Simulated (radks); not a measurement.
The numbers below are computed, except where a source is named.
Question: The mean radii <r> (bohr) of the occupied orbitals of an atom or ion are listed with their occupations. Level of theory: Dirac Kohn-Sham, PBEsol, spin-unpolarised, spherical densities, finite nucleus; Fermi nuclear charge, rms radius of each element as measured or else 0.836 A^(1/3) + 0.57 fm (a radial shooting solver on a logarithmic mesh with Libxc functionals).

orbital  occ.      <r>
1s1/2       2  0.01805
2s1/2       2  0.07563
2p1/2       2  0.06250
2p3/2       4  0.07057
3s1/2       2   0.1961
3p1/2       2   0.1861
3p3/2       4   0.2006
3d3/2       4   0.1753
3d5/2       6   0.1797
4s1/2       2   0.4112
4p1/2       2   0.4100
4p3/2       4   0.4340
4d3/2       4   0.4276
4d5/2       4   0.4345

Name the element and its charge. Open shells, if any, fill j = l - 1/2 first.

Answer: Z = 75, rhenium, charge +31: Re31+ in [Kr] 4d8. The 1s radius gives Z: for a bare nucleus <r> = (2 gamma + 1)/(2Z) with gamma = sqrt(1 - (Z/c)^2), 0.01783 bohr for Z = 75, and screening makes it slightly larger (0.01805 here). The occupations add up to 44, and the charge is Z minus that.
